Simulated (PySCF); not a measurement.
Mo(NMe)(F)3(OH) (CH4F3MoNO), SMILES [F][Mo]([OH])(=[N]C)([F])[F], multiplicity 1.

Geometry optimised at PBE-D3(BJ)/def2-SVP. The spin state was assumed, not searched. The def2 effective core potentials stand for the cores of Mo; spin–orbit coupling is left out. The values are those of a single conformer.

These are PBE-D3(BJ)/def2-SVP (PySCF) values and carry that method's errors.

Frequencies are harmonic and unscaled.

A small imaginary wavenumber (i) marks a very flat motion, where grid noise or a shallow saddle decides the sign.

```csv
mode,ν (cm⁻¹),IR (km/mol),moving atoms (share of kinetic energy)
1,10i,0.3,H 97 %
2,78,21.4,"F 34 %, H 34 %, C 23 %, Mo 8 %"
3,96,1.0,"F 85 %, O 9 %"
4,110,3.5,"O 29 %, C 27 %, H 21 %, F 14 %"
5,140,26.8,"H 74 %, F 10 %"
6,236,8.2,"F 77 %, Mo 9 %"
7,248,4.4,"F 49 %, O 19 %, Mo 19 %"
8,252,17.7,"F 47 %, O 33 %, Mo 9 %"
9,327,15.2,"F 54 %, N 20 %, O 17 %"
10,328,34.4,"N 41 %, F 29 %, H 15 %, O 9 %"
11,387,34.4,"N 58 %, H 15 %, F 14 %"
12,556,138.5,"H 52 %, O 34 %"
13,585,47.4,"F 86 %, H 11 %"
14,643,36.8,"F 52 %, C 27 %"
15,672,233.3,"F 70 %, Mo 29 %"
16,681,78.4,"F 35 %, Mo 26 %, C 25 %"
17,719,94.2,"O 55 %, Mo 21 %, H 19 %"
18,1045,0.0,"H 73 %, C 20 %"
19,1047,0.2,"H 72 %, C 20 %"
20,1341,48.1,"H 57 %, C 29 %, N 13 %"
21,1382,12.5,H 97 %
22,1384,12.9,H 97 %
23,1406,45.8,"N 66 %, H 28 %"
24,2939,12.9,H 98 %
25,3032,2.2,"H 90 %, C 10 %"
26,3036,1.3,"H 90 %, C 10 %"
27,3750,186.6,H 94 %
```
